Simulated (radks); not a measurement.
Results of a calculation; reference values are marked as such.
Removal energies from the tellurium ion Te6+, [Kr] 4d10, by Delta-SCF beside the eigenvalue of the level emptied. Level of theory: scalar-relativistic Kohn-Sham, BLYP, spin-polarised, spherical densities, finite nucleus; Fermi nuclear charge, rms radius of each element as measured or else 0.836 A^(1/3) + 0.57 fm (a radial shooting solver on a logarithmic mesh with Libxc functionals). Open shells are filled with parallel spins first.

removed from     final configuration  Delta-SCF (eV)  -eigenvalue (eV)
4d                          [Kr] 4d9          124.14            113.53
4p            [Ar] 3d10 4s2 4p5 4d10          198.61            187.01
4s            [Ar] 3d10 4s1 4p6 4d10          249.25            237.16
3d             [Ar] 3d9 4s2 4p6 4d10          659.50            634.12
